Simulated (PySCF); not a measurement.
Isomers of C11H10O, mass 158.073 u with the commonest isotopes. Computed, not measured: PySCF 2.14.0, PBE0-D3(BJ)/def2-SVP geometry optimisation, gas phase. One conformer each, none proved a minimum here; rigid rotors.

Question: Order these by rotational constant B, smallest first.
A. `[CH2:1]=[C:2]1[CH:3]=[C:4]([O:5][CH3:6])[c:7]2[cH:8][cH:9][cH:10][cH:11][c:12]21` with C3–C4–O5–C6 0°
B. `[CH3:1][O:2][c:3]1[cH:4][cH:5][c:6]2[cH:7][cH:8][cH:9][cH:10][c:11]2[cH:12]1` with C1–O2–C3–C4 180°
C. `[OH:1][CH2:2][c:3]1[cH:4][cH:5][cH:6][c:7]2[cH:8][cH:9][cH:10][cH:11][c:12]12` with H–O1–C2–C3 48°, O1–C2–C3–C4 -124° (1-naphthalenemethanol)

Answer: B (622.6 MHz), A (850.2 MHz), C (965.9 MHz).

Question: Order these by radius of gyration √(Σ m r²/M), largest first.
A. `[OH:1][CH2:2][c:3]1[cH:4][cH:5][cH:6][c:7]2[cH:8][cH:9][cH:10][cH:11][c:12]12` with H–O1–C2–C3 48°, O1–C2–C3–C4 -124° (1-naphthalenemethanol)
B. `[CH3:1][O:2][c:3]1[cH:4][cH:5][c:6]2[cH:7][cH:8][cH:9][cH:10][c:11]2[cH:12]1` with C1–O2–C3–C4 180° (2-methoxynaphthalene)
C. `[CH2:1]=[C:2]1[CH:3]=[C:4]([O:5][CH3:6])[c:7]2[cH:8][cH:9][cH:10][cH:11][c:12]21` with C3–C4–O5–C6 0°

Answer: B (2.547 Å), C (2.436 Å), A (2.367 Å).

Question: Order these by rotational constant A, largest first.
A. `[CH3:1][O:2][c:3]1[cH:4][cH:5][c:6]2[cH:7][cH:8][cH:9][cH:10][c:11]2[cH:12]1` with C1–O2–C3–C4 180° (2-methoxynaphthalene)
B. `[OH:1][CH2:2][c:3]1[cH:4][cH:5][cH:6][c:7]2[cH:8][cH:9][cH:10][cH:11][c:12]12` with H–O1–C2–C3 48°, O1–C2–C3–C4 -124°
C. `[CH2:1]=[C:2]1[CH:3]=[C:4]([O:5][CH3:6])[c:7]2[cH:8][cH:9][cH:10][cH:11][c:12]21` with C3–C4–O5–C6 0°

Answer: A (2345 MHz), C (1465 MHz), B (1345 MHz).

| SMILES | point group | Ia (u·Å²) | Ib (u·Å²) | Ic (u·Å²) | κ | μa (D) | μb (D) | μc (D) |
| --- | --- | --- | --- | --- | --- | --- | --- | --- |
| OCc1cccc2ccccc12 | C1 | 375.73 | 523.21 | 872.12 | 0.01 | 0.16 | 1.27 | 0.44 |
| C=C1C=C(OC)c2ccccc21 | Cs | 344.98 | 594.43 | 936.16 | -0.33 | 1.46 | 0.27 | 0.00 |
| COc1ccc2ccccc2c1 | Cs | 215.54 | 811.69 | 1023.98 | -0.86 | 0.69 | 1.04 | 0.01 |
